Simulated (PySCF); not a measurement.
## Electric field gradients and quadrupole coupling constants

Species: C7H10NO (charge +1).
Geometry (GFN2-xTB, Å), atoms numbered from 1 in this order:
```
atom  x, y, z in Å
C1     2.7516   -1.2893    0.2764
C2     1.5276   -0.9945   -0.1655
C3     0.8728    0.2440    0.1559
O4     1.4318    1.1731    0.9041
C5     0.5695    2.1978    1.0128
C6    -0.5492    1.8940    0.3129
N7    -0.3403    0.6530   -0.2309
C8    -1.3110   -0.0833   -1.0148
C9    -2.1249   -1.0176   -0.1249
H10    3.3084   -0.6124    0.9030
H11    3.2249   -2.2205    0.0194
H12    0.9738   -1.6809   -0.7877
H13    0.8581    3.0537    1.5909
H14   -1.4513    2.4501    0.1597
H15   -1.9668    0.6426   -1.4986
H16   -0.7856   -0.6468   -1.7879
H17   -2.8513   -1.5485   -0.7323
H18   -2.6615   -0.4567    0.6358
H19   -1.4864   -1.7486    0.3646
```

Field gradients from the PBE0/pcSseg-1 density (PySCF, non-relativistic), principal values in atomic units, ordered |Vxx| ≤ |Vyy| ≤ |Vzz|:

```json
{"atom": "O4", "Vxx": "-0.6378", "Vyy": "-0.7937", "Vzz": "1.4315"}
{"atom": "N7", "Vxx": "0.1398", "Vyy": "0.2501", "Vzz": "-0.3899"}
```

Problem. Find the asymmetry η = (Vxx − Vyy)/Vzz and the couplings χ = eQV/h (234.96 MHz × Q in barn × V in au), with Q(17O) = −0.0256 b, Q(14N) = 0.02044 b.

Solution. 
```tsv
atom	environment	nucleus	η	χzz (MHz)	χxx (MHz)	χyy (MHz)
O4	ring oxygen	17O	0.11	-8.61	3.84	4.77
N7	three-coordinate ring nitrogen	14N	0.28	-1.872	0.671	1.201
```

Problem. What is Vzz at N7 in SI units (1 au = 9.71736 × 10²¹ V/m²)?

Solution. -0.3899 au = -3.789 × 10²¹ V/m².

Problem. And the gradient at the other heavy atoms, for which no coupling is worked out here?

Solution. 
```json
{"atom": "C1", "environment": "terminal =CH2 carbon", "Vzz (au)": "0.540", "η": "0.02"}
{"atom": "C2", "environment": "alkene CH carbon", "Vzz (au)": "-0.242", "η": "0.44"}
{"atom": "C3", "environment": "substituted aromatic carbon", "Vzz (au)": "-0.305", "η": "0.21"}
{"atom": "C5", "environment": "aromatic CH next to a ring oxygen", "Vzz (au)": "-0.400", "η": "0.69"}
{"atom": "C6", "environment": "aromatic CH next to a ring nitrogen", "Vzz (au)": "-0.294", "η": "0.24"}
{"atom": "C8", "environment": "sp3 carbon bound to nitrogen", "Vzz (au)": "0.453", "η": "0.10"}
{"atom": "C9", "environment": "methyl carbon", "Vzz (au)": "0.157", "η": "0.11"}
```

Problem. What couplings would deuterons (Q(2H) = 0.00286 b) have in place of the hydrogens, at this geometry?

Solution. 
| atom | bonded to | bond length (Å) | Vzz (au) | η | χzz (kHz) |
| --- | --- | --- | --- | --- | --- |
| H10 | C1 | 1.077 | 0.3219 | 0.02 | 216 |
| H11 | C1 | 1.076 | 0.3261 | 0.02 | 219 |
| H12 | C2 | 1.079 | 0.3209 | 0.11 | 216 |
| H13 | C5 | 1.072 | 0.3269 | 0.11 | 220 |
| H14 | C6 | 1.071 | 0.3338 | 0.10 | 224 |
| H15 | C8 | 1.091 | 0.2890 | 0.10 | 194 |
| H16 | C8 | 1.091 | 0.2903 | 0.09 | 195 |
| H17 | C9 | 1.086 | 0.3114 | 0.04 | 209 |
| H18 | C9 | 1.087 | 0.3094 | 0.05 | 208 |
| H19 | C9 | 1.087 | 0.3099 | 0.05 | 208 |

Geometry: GFN2-xTB, one conformer, isolated ion. GFN2-xTB bond lengths can be off by several hundredths of an ångström, more for odd bonds, and the gradients follow them. The basis is small and wasn't made for field gradients, so the couplings can be 20 % off.
